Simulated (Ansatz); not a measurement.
```yaml
crystal:
  periodic: [false, false, false]
  atoms:
    - {symbol: Cl, position_ang: [0.111366, -3.170680, 1.192614]}
    - {symbol: In, position_ang: [-0.020183, -1.064516, 0.334290]}
    - {symbol: C, position_ang: [0.197476, 0.977695, -0.103721]}
    - {symbol: Se, position_ang: [-1.182778, 0.247535, -1.429967]}
    - {symbol: H, position_ang: [-0.218986, 1.701472, 0.588139]}
    - {symbol: H, position_ang: [1.113104, 1.308484, -0.581365]}
basis:
  gaussian: {orbitals: def2-SVP}
hamiltonian: {xc: {name: HF}}
correlation: {active_space: {window: {electrons: 6, orbitals: 2}}}
output: {forces: true}
```

```sh
$ ansatz run in.yaml --threads 4 --pin off --events-out ev --progress --plain --max-ram 10444MiB
```

It prints (some lines left out):

```
Functional definition: HF
1058 factors; integrals over basis functions are off by at most 3.5e-4 eV
mean field evaluation 1: about -84003.2066 eV, gradient 2.2e1 eV
mean field evaluation 2: about -84003.2694 eV, gradient 2.2e1 eV
mean field evaluation 4: about -84005.0106 eV, gradient 2.3e0 eV
mean field evaluation 8: about -84005.0405 eV, gradient 2.4e-1 eV
mean field -84005.04105913 eV, -3087.1283182612 hartree, gradient 1.7e-6 eV, S^2 0.000000; 0 other end points of the search recorded, 0 dependent functions left out
reference -84005.04105913 eV, -3087.1283182612 hartree; 40, 40 occupied and 60, 60 virtual orbitals, 1058 factors
Error: 6 electrons in 2 orbitals form no window around the highest filled level of the reference
```

Q: What is wrong with this run?

A: The active space doesn't fit the electrons. The run stopped with an error.
